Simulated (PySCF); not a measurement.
Compound: C6H9N.
Cartesian coordinates in Å at the PBE0-D3(BJ)/def2-SVP level; atoms count from 1:
```
atom  x, y, z in Å
C1    -2.1570    2.3703    0.4782
C2    -1.3822    1.3316    0.3182
C3    -0.5862    0.2895    0.1596
C4    -1.0903   -1.0979   -0.1163
C5     0.8670    0.4896    0.2596
N6     1.6768   -0.4776    0.1236
C7     3.0806   -0.2182    0.2349
H8    -2.5354    2.6528    1.4675
H9    -2.4585    2.9927   -0.3723
H10   -0.6631   -1.4708   -1.0592
H11   -2.1856   -1.1237   -0.1744
H12   -0.7475   -1.7844    0.6724
H13    1.2056    1.5270    0.4589
H14    3.3335    0.8452    0.4227
H15    3.5919   -0.5425   -0.6868
H16    3.5061   -0.8276    1.0498
```

Level: wB97X-D/def2-SVPD in PySCF, non-relativistic, on one gas-phase PBE0-D3(BJ)/def2-SVP geometry that isn't relaxed in the solvent. The solvent is an IEF-PCM continuum (Bondi radii, 1.10 Å for H, scaled by 1.2), and excitations are vertical TDDFT with non-equilibrium linear response and a frozen core. Specific hydrogen bonds and non-electrostatic terms are outside this model.

Gas-phase singlets (H = HOMO, L = LUMO):

```csv
state,E (eV),λ (nm),f,leading configuration
S1,4.827,257,0.000,H-1→L 92%
S2,5.606,221,0.001,H→L+1 50%
S3,5.824,213,0.001,H-2→L 51%
S4,5.902,210,0.706,H→L 94%
S5,7.069,175,0.002,H→L+2 87%
```

What are the lowest 5 singlets in chloroform (ε = 4.711)?

| state | E (eV) | λ (nm) | f | leading configuration | change by rank (eV) |
| --- | --- | --- | --- | --- | --- |
| S1 | 4.888 | 254 | 0.001 | H-1→L 92% | +0.061 |
| S2 | 5.615 | 221 | 0.002 | H-2→L 54% | +0.009 |
| S3 | 5.705 | 217 | 0.930 | H→L 96% | -0.119 |
| S4 | 5.830 | 213 | 0.001 | H→L+1 54% | -0.072 |
| S5 | 7.079 | 175 | 0.003 | H→L+2 87% | +0.010 |

How does the list change in acetone (ε = 20.49)?

```
state  E (eV)  λ (nm)      f  leading configuration  change by rank (eV)
   S1   4.921     252  0.001              H-1→L 92%               +0.094
   S2   5.617     221  0.001              H-2→L 60%               +0.011
   S3   5.730     216  0.894                H→L 96%               -0.094
   S4   5.840     212  0.001              H→L+1 60%               -0.062
   S5   7.098     175  0.003              H→L+2 87%               +0.029
```

The ground-state energy changes by -0.162 eV from gas to acetone. By how much does the total energy of gas-phase S1 change?

E(S1) = E(S0) + excitation energy, so it changes by -0.162 + 0.094 = -0.068 eV: it is lowered less than the ground state, which is what a blue shift means. This is the vertical state, with the slow part of the continuum still set for S0.

How do the frontier levels move from gas to acetone?

| orbital | gas (eV) | solvent (eV) | change (eV) | Löwdin shares, gas | Löwdin shares, solvent |
| --- | --- | --- | --- | --- | --- |
| LUMO+2 | 2.34 | 2.39 | +0.05 | C1 27 %, C2 16 %, C5 9 %, H9 6 % | C1 24 %, C2 18 %, C5 10 %, C4 9 % |
| LUMO+1 | 1.99 | 2.00 | +0.01 | C1 33 %, C2 32 %, C3 7 %, C4 6 % | C1 33 %, C2 31 %, C3 8 %, C4 7 % |
| LUMO | 0.81 | 0.76 | -0.05 | N6 24 %, C2 21 %, C5 19 %, C3 13 % | N6 24 %, C2 21 %, C5 20 %, C3 13 % |
| HOMO | -8.78 | -8.83 | -0.05 | C2 25 %, C3 24 %, N6 17 %, C5 8 % | C2 25 %, C3 24 %, N6 16 %, C5 7 % |
| HOMO-1 | -9.19 | -9.33 | -0.14 | N6 55 %, C5 11 %, C7 10 %, H13 5 % | N6 51 %, C5 11 %, C7 10 %, H13 5 % |
| HOMO-2 | -9.90 | -9.93 | -0.03 | C1 38 %, C2 34 %, N6 6 %, C3 5 % | C1 36 %, C2 32 %, N6 8 %, C3 5 % |
| HOMO-3 | -11.05 | -11.09 | -0.04 | C5 24 %, N6 20 %, C3 11 %, C7 11 % | C5 23 %, N6 20 %, C7 12 %, C3 11 % |

The HOMO–LUMO gap goes from 9.59 to 9.59 eV.

The pairwise dispersion term of wB97X-D wasn't added to the energies; at a given geometry it leaves orbitals and properties as they are.
